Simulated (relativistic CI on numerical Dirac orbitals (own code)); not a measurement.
**Sensitivity of the levels of Hg54+ to α and to the nuclear radius**

Computed by Dirac-Coulomb-Breit CI, orbitals from a KLI potential per configuration, derivatives by finite differences, unscaled Slater integrals, QED left out (own radial code, finite nucleus).

Configuration list (outside the closed core [Ne]): 3s2 3p6 3d8, 3s2 3p5 3d9, 3s2 3p4 3d10, 3s 3p6 3d9, 3p6 3d10, 3s 3p5 3d10, 3s2 3p6 3d7 4s, 3s2 3p6 3d7 4p. Levels of other configurations are missing.

With x = (α/α₀)² − 1 an excitation energy changes as ω = ω₀ + qx; K = 2q/ω₀ is the relative enhancement. Terms are leading LS components, so labels can repeat. The field-shift factor is F = δν/δ⟨r²⟩ for the transition from the lowest level.

Lowest level 3s2 3p6 3d8 3F_4.

```
            Level  ω₀ (cm⁻¹)   q (cm⁻¹)      K  F (GHz/fm²)
 3s2 3p6 3d8 1D_2      81161       4969  0.122       0.0451
 3s2 3p6 3d8 1S_0     261387      26480  0.203         2.24
 3s2 3p6 3d8 3F_3     770638     808200    2.1         28.5
 3s2 3p6 3d8 3P_2     856587     813000    1.9         28.8
 3s2 3p6 3d8 1G_4     902755     796900   1.77         29.3
 3s2 3p6 3d8 3P_1     905286     821200   1.81         29.5
 3s2 3p6 3d8 3F_2    1604934  1.618e+06   2.02         56.8
 3s2 3p6 3d8 3P_0    1824463  1.625e+06   1.78         58.3
3s2 3p5 3d9 3F°_4    4036608     985900  0.488         70.4
3s2 3p5 3d9 1D°_2    4127703     999700  0.484         69.8
3s2 3p5 3d9 3D°_3    4273030  1.014e+06  0.475         72.8
3s2 3p5 3d9 1P°_1    4370350  1.018e+06  0.466         61.1
3s2 3p5 3d9 3D°_2    4948913  1.798e+06  0.727         99.3
```

At this charge energies of transitions that change n are usually good to better than 1 %, and those within a shell (Δn = 0) to a few per cent.
